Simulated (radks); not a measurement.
The numbers below are computed, except where a source is named.
Neutral gadolinium inside a hard spherical wall (all orbitals vanish at R), configuration held at [Xe] 4f7 5d1 6s2 and not refilled when levels cross. Level of theory: scalar-relativistic Kohn-Sham, PBEsol, spin-unpolarised, spherical densities, finite nucleus; Fermi nuclear charge, rms radius 5.1569 fm (a radial shooting solver on a logarithmic mesh with Libxc functionals). Eigenvalues in eV, with the zero of energy where the potential of the charges vanishes at infinity; a dash marks a level that is unbound or too diffuse for the functional's potential to be trusted. A positive occupied level is held by the wall or, in an anion where self-interaction has pushed it up, behind a barrier. The pressure on the wall is -dE/dV.

R (bohr)  E (hartree)  kinetic (hartree)    e(5p)   e(4f)   e(6s)   e(5d)  e(6p, empty)  e(7s, empty)  pressure (GPa)
free      -11266.4154          12095.050  -27.277  -8.735  -4.148  -2.556        -1.315             -               0
15        -11266.4154          12095.050  -27.275  -8.732  -4.147  -2.554        -1.304         0.371        0.000137
12        -11266.4151          12095.053  -27.249  -8.706  -4.128  -2.531        -1.236         1.126         0.00467
10        -11266.4133          12095.069  -27.132  -8.588  -4.039  -2.431        -1.023         2.486          0.0503
8         -11266.3998          12095.159  -26.631  -8.075  -3.607  -1.992        -0.211         6.001           0.563
7         -11266.3736          12095.299  -25.997  -7.421  -2.967  -1.417         0.869         9.814            1.96
4         -11265.4643          12098.818  -19.003   0.402  10.815   6.809        20.600        62.071             169
3.5       -11264.6074          12102.048  -15.220   4.876  21.372  12.002        34.247        93.246             471
3         -11262.6650          12109.249   -8.187  12.945  42.357  21.768        59.815        147.89            1520
2.5       -11257.7019          12126.677    6.778  28.484  87.686  42.199        111.98        252.41            5930
2         -11243.0311          12173.988   44.504  60.643  196.51  91.507        231.39        477.47           29400
